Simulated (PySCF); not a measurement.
Be(Et) (C2H5Be), SMILES [CH2]([Be])C, multiplicity 2. The structure is a stationary point at PBE-D3(BJ)/def2-TZVP. The spin state was assumed, not searched. The isomer is the one that the SMILES or the coordinates give; other isomers of the formula were not compared.

All values below come from PBE-D3(BJ)/def2-TZVP (PySCF 2.14.0).

Harmonic wavenumbers (cm⁻¹): 196, 229, 519, 783, 881, 914, 987, 1171, 1204, 1358, 1377, 1448, 1457, 2922, 2957, 2958, 3014, 3028. Rotational constants (GHz): 37.72, 10.14, 8.868; symmetry number 1.

**Question.** Work out the zero-point energy and the ideal-gas rigid-rotor harmonic-oscillator thermochemistry at 298.15 K and 1 atm.

**Answer.** ZPE = ½ Σ hcν = ½ × 27403 cm⁻¹ = 39.17 kcal/mol. H − E(el) = 42.54 kcal/mol. Entropy in cal/(mol K): translation 36.84, rotation 22.08, vibration 5.43, spin 1.38, total 65.73. G − E(el) = 22.95 kcal/mol. Cp = 15.72 cal/(mol K).
